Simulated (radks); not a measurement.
Fractional charge and spin in the 5s shell of europium: the spin-up occupation runs from 0 to 1 and the spin-down occupation from 0 to 1; the fullest corner is Eu2+, [Kr] 4d10 4f(up 3.5, down 3.5) 5p6 5s(up 1, down 1). All-electron calculation, scalar-relativistic Kohn-Sham, LDA (Slater exchange, Perdew-Wang correlation), spin-polarised, spherical densities, point nucleus. Program: a radial shooting solver on a logarithmic mesh with Libxc functionals. Energy (eV) minus the two flat planes that join the four corners (they meet along the diagonal where the two added fractions sum to one electron); zero is where a piecewise linear energy would lie.

down \ up       0    0.25     0.5    0.75       1
0           0.000  -1.348  -1.791  -1.338   0.000
0.25       -1.348  -1.737  -1.233   0.156  -1.271
0.5        -1.791  -1.233   0.208  -1.168  -1.685
0.75       -1.338   0.156  -1.168  -1.635  -1.257
1           0.000  -1.271  -1.685  -1.257   0.000

Corners above the fullest one (they belong to Eu3+ and the next ion): (up 1, down 0) 65.099 eV, (up 0, down 1) 65.099 eV, (up 0, down 0) 144.95 eV. With half an added electron in each spin the energy lies 0.208 eV from the planes, and with half an added electron in spin up alone -1.791 eV. The planes are only a guide here: the flat-plane condition holds for ground states with one frontier orbital, while this shell lies below other occupied shells, so the corners above the fullest one are inner-hole states and not the ground states of those ions.
